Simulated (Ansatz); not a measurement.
A nudged elastic band was laid between two geometries of FH$_{3}$SSeSi (7 atoms, charge 0, multiplicity 1).

Computed with Ansatz 0.2.0, RKS PBE0-D4/def2-mTZVP.

```json
{
  "movable images": "5",
  "climbing image": "yes",
  "spring": "5.0 eV/Å²",
  "optimiser": "quadratic models (default)",
  "start path": "through a guess of the saddle point",
  "force threshold": "0.05 eV/Å",
  "iteration limit": "60",
  "end points": "relaxed"
}
```

Image 0:

```xyz
7
Properties=species:S:1:pos:R:3
F -2.020 0.003 0.093
Si -0.443 0.137 -0.152
S 0.119 1.867 0.952
Se 0.707 -1.651 0.625
H -0.248 0.251 -1.613
H 1.437 1.726 0.683
H 0.510 -2.401 -0.633
```

Image 6:

```xyz
7
Properties=species:S:1:pos:R:3
F -1.713 0.069 0.072
Si -0.120 0.054 -0.129
S 0.824 1.483 1.129
Se 0.757 -1.937 0.487
H 0.075 0.359 -1.561
H 0.280 2.546 0.492
H -0.041 -2.642 -0.536
```

(1) What changes between the two ends?

(2) What energy profile does the band end with?

(3) What is the geometry of the highest image?

Answers

(1) No bond is made or broken. The dihedral Se4–Si2–S3–H6 goes from 56 to 173°.

(2) It converged. The highest image is number 2 of 0 to 6, 0.019 eV above the first end and 0.025 eV above the last; the last end lies 0.007 eV below the first. A structure lower than the last end lies on the path between it and the top, so the climb from that side starts below the end, which may itself be a saddle point or a shallow side well. A vibrational analysis at the climbing image gives one clearly imaginary mode, 128i cm⁻¹: a first-order saddle point.

| image | path coordinate (Å) | energy (eV) | dihedral Se4–Si2–S3–H6 (°) |
| --- | --- | --- | --- |
| 0 | 0.00 | 0.000 | 56 |
| 1 | 0.46 | 0.010 | 77 |
| 2 | 0.92 | 0.019 | 99 |
| 3 | 1.30 | 0.010 | 118 |
| 4 | 1.69 | -0.009 | 138 |
| 5 | 2.08 | -0.017 | 158 |
| 6 | 2.46 | -0.007 | 173 |

(3) 
```xyz
7
Properties=species:S:1:pos:R:3
F -1.904 -0.098 -0.014
Si -0.317 0.100 -0.108
S 0.227 1.685 1.208
Se 0.730 -1.788 0.562
H -0.004 0.447 -1.511
H 1.168 2.169 0.365
H 0.162 -2.582 -0.548
```

The run took 2.4 min on 2 threads of Arm Neoverse V1, on a shared host, peak memory 0.25 GiB.
